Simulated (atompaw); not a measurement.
## Scattering properties, PAW (atompaw) potential for Si (Z = 14)

```
Element                 : silicon
Generator               : atompaw 4.2.0.5
Type                    : PAW
Functional              : PBE
Relativity              : scalar-relativistic
Frozen core             : [Ne]
Valence charge          : 4
Reference configuration : 3s2 3p2
Partial waves           : 3s (bound): rc 2.45 bohr; 3s channel at 2.95 Ry: rc 2.45 bohr; 3p (bound): rc 2.45 bohr; 3p channel at 1.9 Ry: rc 2.45 bohr
Local potential         : vpsmatchnc scheme with l = 2 at 0 Ry, radius 1.80 bohr
Core correction         : smooth core density matched at 1.90 bohr
Augmentation charge     : sinc compensation charge, radius 1.90 bohr; PAW radius 2.45 bohr; waves and projectors: custom polynom2 7 10 vanderbiltortho
```

The phase is arctan(r·u′/u) with u = r·R(r), unwrapped; energies in Ry, scanned from -3 to 5 Ry. A pole is an energy at which the radial function vanishes at the test radius. The pseudo phase is shifted by a multiple of π to meet the all-electron one at the reference energy, and phase errors are pseudo minus all-electron; the curves can meet again beyond the range given. Levels narrower than the energy grid can be missing from the lists of poles.

Task: For each channel, where are the poles, and over which energies does the pseudopotential scatter like the atom?

Result:

| channel | radius (bohr) | reference energy (Ry) | poles, all-electron | poles, pseudo | unbroken range about the reference energy with phases within 0.05 rad | phase error 1 Ry above the reference energy (rad) |
| --- | --- | --- | --- | --- | --- | --- |
| s | 2.46 | -0.79 | 0.39 | 0.36, 3.06 | below 3.0 | -0.006 |
| p | 2.46 | -0.30 | 1.28 | 1.28 | below 3.6 | -0.000 |

Phases in the p channel:

| E (Ry) | all-electron | pseudo |
| --- | --- | --- |
| -3.00 | 1.300 | 1.299 |
| -2.76 | 1.284 | 1.283 |
| -2.52 | 1.265 | 1.264 |
| -2.28 | 1.242 | 1.241 |
| -2.04 | 1.213 | 1.212 |
| -1.80 | 1.176 | 1.175 |
| -1.56 | 1.126 | 1.125 |
| -1.32 | 1.054 | 1.053 |
| -1.08 | 0.944 | 0.943 |
| -0.84 | 0.758 | 0.757 |
| -0.60 | 0.413 | 0.412 |
| -0.36 | -0.176 | -0.176 |
| -0.12 | -0.762 | -0.762 |
| 0.12 | -1.105 | -1.105 |
| 0.36 | -1.291 | -1.291 |
| 0.60 | -1.403 | -1.403 |
| 0.84 | -1.478 | -1.478 |
| 1.08 | -1.534 | -1.534 |
| 1.32 | -1.578 | -1.578 |
| 1.56 | -1.615 | -1.615 |
| 1.80 | -1.648 | -1.648 |
| 2.04 | -1.680 | -1.680 |
| 2.28 | -1.712 | -1.712 |
| 2.52 | -1.746 | -1.747 |
| 2.76 | -1.783 | -1.786 |
| 3.00 | -1.828 | -1.833 |
| 3.24 | -1.883 | -1.895 |
| 3.48 | -1.956 | -1.983 |
| 3.72 | -2.060 | -2.126 |
| 3.96 | -2.221 | -2.392 |
| 4.20 | -2.493 | -2.940 |
| 4.44 | -2.946 | -3.687 |
| 4.68 | -3.501 | -4.143 |
| 4.92 | -3.914 | -4.366 |
